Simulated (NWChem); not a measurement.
Program: NWChem. System: diboron tetrachloride (B2Cl4), charge 0, spin multiplicity 1, at a geometry optimised with PBE/def2-SVP. Level: RI-MP2/cc-pVDZ, 22 core orbitals frozen.

Part of the output:

```
             Northwest Computational Chemistry Package (NWChem) 7.3.0
             --------------------------------------------------------

                                NWChem Input Module
                                -------------------

 Scaling coordinates for geometry "geometry" by  1.889725989
 (inverse scale =  0.529177249)

 Turning off AUTOSYM since
 SYMMETRY directive was detected!

                             Geometry "geometry" -> ""
                             -------------------------

 Output coordinates in angstroms (scale by  1.889725989 to convert to a.u.)

  No.       Tag          Charge          X              Y              Z
 ---- ---------------- ---------- -------------- -------------- --------------
    1 Cl                  17.0000    -1.09918800    -1.04532100     1.74153100
    2 B                    5.0000     0.00000000     0.00000000     0.84906600
    3 Cl                  17.0000     1.09918800     1.04532100     1.74153100
    4 B                    5.0000     0.00000000     0.00000000    -0.84906600
    5 Cl                  17.0000    -1.09918800     1.04532100    -1.74153100
    6 Cl                  17.0000     1.09918800    -1.04532100    -1.74153100

 Effective nuclear repulsion energy (a.u.)     420.3282864664

            Nuclear Dipole moment (a.u.)
            ----------------------------
        X                 Y               Z
 ---------------- ---------------- ----------------
     0.0000000000     0.0000000000     0.0000000000

      Symmetry information
      --------------------

 Group name             D2
 Group number             11
 Group order               4
 No. of unique centers     2

      Symmetry unique atoms

     1    2


 Summary of "ao basis" -> "" (spherical)
 ------------------------------------------------------------------------------
       Tag                 Description            Shells   Functions and Types
 ---------------- ------------------------------  ------  ---------------------
 *                          cc-pvdz                   on all atoms

 Summary of "ri-mp2 basis" -> "" (spherical)
 ------------------------------------------------------------------------------
       Tag                 Description            Shells   Functions and Types
 ---------------- ------------------------------  ------  ---------------------
 *                         cc-pvdz-ri                 on all atoms

 Summary of "ao basis" -> "ao basis" (spherical)
 ------------------------------------------------------------------------------
       Tag                 Description            Shells   Functions and Types
 ---------------- ------------------------------  ------  ---------------------
 Cl                         cc-pvdz                  8       18   4s3p1d
 B                          cc-pvdz                  6       14   3s2p1d

                                 NWChem SCF Module
                                 -----------------

  ao basis        = "ao basis"
  functions       =   100
  atoms           =     6
  closed shells   =    39
  open shells     =     0
  charge          =   0.00
  wavefunction    = RHF
  use symmetry    = T
  symmetry adapt  = T

 Summary of "ao basis" -> "ao basis" (spherical)
 ------------------------------------------------------------------------------
       Tag                 Description            Shells   Functions and Types
 ---------------- ------------------------------  ------  ---------------------
 Cl                         cc-pvdz                  8       18   4s3p1d
 B                          cc-pvdz                  6       14   3s2p1d

      Symmetry analysis of basis
      --------------------------

        a1         26
        b1         26
        b2         24
        b3         24

 Forming initial guess at       0.1s

      Superposition of Atomic Density Guess
      -------------------------------------

 Sum of atomic energies:       -1886.96607931

      Non-variational initial energy
      ------------------------------

 Total energy =   -1888.690743
 1-e energy   =   -3443.683051
 2-e energy   =    1134.664021
 HOMO         =      -0.309773
 LUMO         =       0.003886

      Symmetry analysis of molecular orbitals - initial
[...]
    13      0.232336  1 Cl pz                45      0.232336  3 Cl pz
    77     -0.232336  5 Cl pz                95     -0.232336  6 Cl pz

 Vector   40  Occ=0.000000D+00  E= 6.077205D-02  Symmetry=b2
              MO Center=  7.0D-15, -5.8D-15, -6.9D-14, r^2= 3.8D+00
   Bfn.  Coefficient  Atom+Function         Bfn.  Coefficient  Atom+Function
  ----- ------------  ---------------      ----- ------------  ---------------
    26      0.411803  2 B  py                58      0.411803  4 B  py
    23      0.296383  2 B  py                55      0.296383  4 B  py
    25     -0.260167  2 B  px                57      0.260167  4 B  px
    22     -0.190827  2 B  px                54      0.190827  4 B  px
    11      0.189708  1 Cl px                43      0.189708  3 Cl px

 Vector   41  Occ=0.000000D+00  E= 6.721230D-02  Symmetry=b3
              MO Center=  3.8D-15, -3.7D-17, -2.0D-14, r^2= 3.8D+00
   Bfn.  Coefficient  Atom+Function         Bfn.  Coefficient  Atom+Function
  ----- ------------  ---------------      ----- ------------  ---------------
    25      0.411510  2 B  px                57      0.411510  4 B  px
    26     -0.293418  2 B  py                58      0.293418  4 B  py
    22      0.290123  2 B  px                54      0.290123  4 B  px
    23     -0.202474  2 B  py                55      0.202474  4 B  py
    12      0.199442  1 Cl py                44      0.199442  3 Cl py

 Vector   42  Occ=0.000000D+00  E= 2.090801D-01  Symmetry=b1
              MO Center=  9.2D-14, -3.8D-15,  2.2D-14, r^2= 5.9D+00
   Bfn.  Coefficient  Atom+Function         Bfn.  Coefficient  Atom+Function
  ----- ------------  ---------------      ----- ------------  ---------------
    21      2.434800  2 B  s                 53     -2.434800  4 B  s
     4     -0.639489  1 Cl s                 36     -0.639489  3 Cl s
    68      0.639489  5 Cl s                 86      0.639489  6 Cl s
    11     -0.366669  1 Cl px                43      0.366669  3 Cl px
    75      0.366669  5 Cl px                93     -0.366669  6 Cl px

 center of mass
 --------------
 x =   0.00000000 y =   0.00000000 z =   0.00000000

 moments of inertia (a.u.)
 ------------------
        2117.452328891829           0.000000000000           0.000000000000
           0.000000000000        2175.154170649967           0.000000000000
           0.000000000000           0.000000000000        1149.313987577982

  Mulliken analysis of the total density
  --------------------------------------

    Atom       Charge   Shell Charges
 -----------   ------   -------------------------------------------------------
    1 Cl  17    17.13   2.00  2.01  0.93  0.96  6.00  3.05  2.16  0.03
    2 B    5     4.73   2.00  0.65  0.27  1.40  0.20  0.21
    3 Cl  17    17.13   2.00  2.01  0.93  0.96  6.00  3.05  2.16  0.03
    4 B    5     4.73   2.00  0.65  0.27  1.40  0.20  0.21
    5 Cl  17    17.13   2.00  2.01  0.93  0.96  6.00  3.05  2.16  0.03
    6 Cl  17    17.13   2.00  2.01  0.93  0.96  6.00  3.05  2.16  0.03

       Multipole analysis of the density wrt the origin
       ------------------------------------------------

     L   x y z        total         open         nuclear
     -   - - -        -----         ----         -------
     0   0 0 0     -0.000000      0.000000     78.000000

     1   1 0 0     -0.000000      0.000000      0.000000
     1   0 1 0      0.000000      0.000000      0.000000
     1   0 0 1      0.000000      0.000000      0.000000

     2   2 0 0    -46.290145      0.000000    293.393536
     2   1 1 0     -0.000000      0.000000      0.000000
     2   1 0 1      0.000000      0.000000      0.000000
     2   0 2 0    -46.109239      0.000000    265.341961
     2   0 1 1      0.000000      0.000000      0.000000
     2   0 0 2    -48.711570      0.000000    762.237914

                               NWChem RI-MP2 Module
                               --------------------

 Summary of "ri-mp2 basis" -> "ri-mp2 basis" (spherical)
 ------------------------------------------------------------------------------
       Tag                 Description            Shells   Functions and Types
 ---------------- ------------------------------  ------  ---------------------
 Cl                        cc-pvdz-ri               24       76   9s7p5d3f
 B                         cc-pvdz-ri               18       56   7s5p4d2f

 SCF Reference Information:
            File: './mol.movecs'
           Title: ''
    Size (AOxMO):    100 x    100
       Total Occ:              78.00
 RI-MP2 Calculation Information:
          Nr. of AO basis functions:        100
     Nr. of fitting basis functions:        416
               Nr. of MO spin cases:          1
        Nr. of MOs to be correlated:         78
     Nr. of occupied MOs correlated:         17
      Nr. of virtual MOs correlated:         61

          RI integral approximation: 'V'
    Threshold for Schwarz screening:  1.000E-09
 Smallest eigenvalue retained in fit  1.000E-08
    Type of storage for MO integrals 'EAF library'

 Transformation block size   17, requiring     1 integral passes.
 XForm_3cInts: Completed     1:   17 pass.
 Energy evaluation using block sizes    17   17
 RIMP2_V_E2: Approx. ints. done (    1:   17,    1:   17)
 RIMP2_V_E2: Copy to B done (    1:   17,    1:   17)
 RIMP2_V_E2: Denominators done (    1:   17,    1:   17)
 RIMP2_V_E2: Completed block (    1:   17,    1:   17)

          -------------------------------------------
          SCF energy               -1887.553263945828
          Correlation energy          -0.691861955848
          Total MP2 energy         -1888.245125901676
          -------------------------------------------

 -----------------------
 Performance information
 -----------------------

 Timer overhead =  1.37D-07 seconds/call

               Nr. of calls         CPU time (s)                 Wall time (s)                GFlops
             ---------------    -------------------     ------------------------------   -------------------
Name         Min   Avg   Max    Min     Avg     Max     Min     Avg     Max   Mx/calls   Min     Max     Sum
Overall       1     1     1    6.0     6.0     6.0      6.0     6.0     6.0     6.0      0.0     0.0     0.0
3c integr     1     1     1    1.7     1.7     1.7      1.7     1.7     1.7     1.7      0.0     0.0     0.0
Energy        1     1     1   0.25    0.25    0.25     0.25    0.25    0.25    0.25      0.0     0.0     0.0
3c integr     1     1     1    1.6     1.6     1.6      1.6     1.6     1.6     1.6      0.0     0.0     0.0
First 2/3     3     3     3   1.77E-2 1.77E-2 1.77E-2  1.77E-2 1.77E-2 1.77E-2 5.91E-3   0.0     0.0     0.0
Final 1/3     1     1     1   1.74E-2 1.74E-2 1.74E-2  1.74E-2 1.74E-2 1.74E-2 1.74E-2   0.0     0.0     0.0
Write 3c      1     1     1   2.14E-3 2.14E-3 2.14E-3  2.14E-3 2.14E-3 2.14E-3 2.14E-3   0.0     0.0     0.0
Read 3c i     1     1     1   1.83E-3 1.83E-3 1.83E-3  1.84E-3 1.84E-3 1.84E-3 1.84E-3   0.0     0.0     0.0
Fitting b     1     1     1   0.18    0.18    0.18     0.18    0.18    0.18    0.18      0.0     0.0     0.0
Schwarz i     1     1     1   5.72E-2 5.72E-2 5.72E-2  5.72E-2 5.72E-2 5.72E-2 5.72E-2   0.0     0.0     0.0
Form 4ci      1     1     1   4.23E-2 4.23E-2 4.23E-2  4.23E-2 4.23E-2 4.23E-2 4.23E-2   0.0     0.0     0.0
Form A &      1     1     1   0.19    0.19    0.19     0.19    0.19    0.19    0.19      0.0     0.0     0.0
Denominat     1     1     1   1.31E-3 1.31E-3 1.31E-3  1.31E-3 1.31E-3 1.31E-3 1.31E-3   0.0     0.0     0.0
Pair Ener     1     1     1   5.38E-3 5.38E-3 5.38E-3  5.38E-3 5.38E-3 5.38E-3 5.38E-3   0.0     0.0     0.0

 The average no. of pstat calls per process was 1.60D+01
 with a timing overhead of 2.19D-06s

 Task  times  cpu:        6.0s     wall:        6.0s

 Total times  cpu:        6.1s     wall:        6.1s
```

Task: Write an NWChem input that would produce this output.

Result: This is not unique; one that fits is 
```
start mol
memory heap 200 mb stack 900 mb global 1100 mb
geometry units angstroms nocenter noautoz
  Cl    -1.099188    -1.045321     1.741531
  B      0.000000     0.000000     0.849066
  Cl     1.099188     1.045321     1.741531
  B      0.000000     0.000000    -0.849066
  Cl    -1.099188     1.045321    -1.741531
  Cl     1.099188    -1.045321    -1.741531
  symmetry group D2
end
basis spherical
  * library cc-pvdz
end
basis "ri-mp2 basis" spherical
  * library cc-pvdz-ri
end
scf
  rhf
  nopen 0
  maxiter 100
  thresh 1e-7
  semidirect memsize 60000000 filesize 0
end
mp2
  freeze core 22
end
task rimp2 energy
```
